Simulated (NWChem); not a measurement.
H$_{2}$SeS; SMILES S[SeH]

```xyz
4

Se     0.0373     0.7315     0.0364
H     -1.3872     0.9260    -0.3050
S      0.0096    -1.4753     0.0674
H      0.3319    -1.6776    -1.2321
```
Atoms are numbered in this order, from 1.

All runs: NWChem. Structure relaxed at the PBE0/def2-SVP level. GIAO values for the isolated, static molecule; σ is the absolute isotropic shielding, δ = σ(reference) − σ with the isolated reference molecule computed at the same levels (1H: tetramethylsilane). Spin-orbit effects, on the heavy nuclei and on their neighbours, are missing.

For level PBE/x2c-SVPall-s, scalar ZORA without spin-orbit coupling:

σ Se1 (ppm): 1564.1
σ S3 (ppm): 607.7

Task: Estimate the same quantities for level PBE0/x2c-SVPall-s, scalar ZORA without spin-orbit coupling.

Result: 
- σ Se1 (ppm): 1650.2
- σ S3 (ppm): 640.5
